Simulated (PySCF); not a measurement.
tetrasiletane (H₈Si₄), SMILES [SiH2]1[SiH2][SiH2][SiH2]1.

Geometry: PBE0-D3(BJ)/def2-SVP.

All values below come from PySCF with PBE/def2-TZVP.

Gas-phase values at a fixed geometry.

Computed frontier levels, gap, dipole moment and polarisability:
- highest occupied level: -6.45 eV
- lowest empty level: -1.84 eV
- orbital gap: 4.61 eV
- dipole moment: 0.00 D
- quadrupole, principal values (traceless, Buckingham form, about the centre of nuclear charge): -0.23, 0.12, 0.12 D·Å
- mean static polarisability: 122.9 bohr³ (18.22 Å³)
- polarisability, principal values: 98.8, 135.0, 135.0 bohr³
